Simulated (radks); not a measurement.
Valence configurations of Yb2+ (all share [Xe]). Calculated with a radial shooting solver on a logarithmic mesh with Libxc functionals: scalar-relativistic Kohn-Sham, r2SCAN, spin-unpolarised, spherical densities, finite nucleus; meta-GGA in the generalised Kohn-Sham scheme; Fermi nuclear charge, rms radius 5.3108 fm. Energies are relative to 4f14; eigenvalues in eV.

valence           E (eV)    e(4f)    e(5d)    e(6p)    e(6s)
4f14               0.000  -17.375        -        -        -
4f13.5 6s0.5       2.320  -21.957        -        -  -15.799
4f13 6p1          11.374  -28.283        -  -12.675        -
4f13 5d1           6.971  -24.103  -14.683        -        -
4f13 6s1           6.295  -26.886        -        -  -17.154
4f12 5d1 6s1      19.520  -34.560  -18.436        -  -17.984
4f12 5d1.5 6s0.5  19.322  -33.048  -17.451        -  -17.139
4f12 6s1 6p1      26.138  -39.057        -  -14.192  -20.031
4f12.5 6s1.5      12.179  -32.137        -        -  -18.360

NIST lists [Xe] 4f14 as the ground configuration; this level of theory agrees among the configurations tried. The energies are those of spherical spin-averaged densities, not of single terms.
